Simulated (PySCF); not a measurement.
# HgF: mean field, correlation and small terms against distance

State: ²Σ⁺, doublet, unpaired electrons σ ↑. ROHF-based CCSD(T) in PySCF 2.14 with Hg aug-cc-pVDZ-PP with ECP60, F aug-cc-pVDZ and Hg aug-cc-pVTZ-PP with ECP60, F aug-cc-pVTZ (frozen core orbitals: 5; scalar-relativistic core potentials). Correlation energies are extrapolated as n⁻³ (n = 2, 3), Hartree–Fock as (n+1)·exp(−9√n). All energies in eV from Hg + F.

```csv
R (Å),HF/CBS,CCSD corr.,(T),total
1.8118,0.119,-0.856,-0.0932,-0.830
1.8941,-0.245,-0.840,-0.1010,-1.186
1.9765,-0.393,-0.833,-0.1102,-1.336
2.0589,-0.397,-0.834,-0.1205,-1.351
2.1412,-0.306,-0.843,-0.1322,-1.281
2.2441,-0.110,-0.865,-0.1485,-1.123
2.3471,0.138,-0.902,-0.1670,-0.931
```

A fit to the total gives Re = 2.0283 Å, De = 1.358 eV, ωe = 481.9 cm⁻¹, Be = 0.2360 cm⁻¹ (masses 201.9706 and 18.9984 u).

**Question.** At R = 2.0589 Å the CCSD correlation energy is -0.549695 hartree in the smaller basis and -0.669569 in the larger. Extrapolate it.

**Answer.** (3³·E3 − 2³·E2)/(3³ − 2³) = -0.72004 hartree; the larger basis holds 93.0 % of it.

The T1 diagnostic is 0.037, large enough to doubt a single reference. The state was picked by a PBE0 search and need not be the measured ground state. Spin–orbit coupling, excitations beyond (T) and corrections to the Born–Oppenheimer picture are left out, and spin–orbit coupling matters for open p, d or f shells this heavy.
